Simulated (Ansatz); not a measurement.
Consider the cleavage of the Si–Si bond: `O[SiH]([SiH3])[TeH]` + `NC(O)(F)F` → `NC(F)(F)O[SiH3]` + `O[SiH2][TeH]`.

Isolated molecules relaxed with PBE0-D4/def2-TZVP in Ansatz; ΔE leaves out vibrations. CCSD(T)/CBS adds triple-zeta CCSD(T) − MP2 to the extrapolated MP2 energy (def2 sets, frozen cores). DFT in def2-TZVPP. B3LYP here is the variant with VWN-RPA as its local correlation; programs differ in this. def2 core potentials past Kr. For Te outer-core shells are correlated without core-valence functions, which leaves a few kJ/mol of doubt a bond. One conformer a species, not always the lowest.

| level | ΔE (eV) |
| --- | --- |
| B3LYP | -0.88 |
| HF/def2-TZVPP | -1.11 |

(1) What does CCSD(T)/CBS give? (Best estimate.)

Largest T1 diagnostic among the species: 0.012.

Results:

(1) The calculation gave: -0.83 eV. The listed levels differ from it by -0.05, -0.28 eV.

The D4 term adds +0.04 eV with B3LYP and +0.02 eV with PBE0; it sums over pairs of atoms, weighted by their polarisabilities, and B3LYP, whose exchange is more repulsive, gets the larger term. In def2-TZVPP, CCSD(T) changes the Hartree–Fock value by +0.27 eV (the triples alone add +0.04 eV) and MP2 by +0.20 eV.
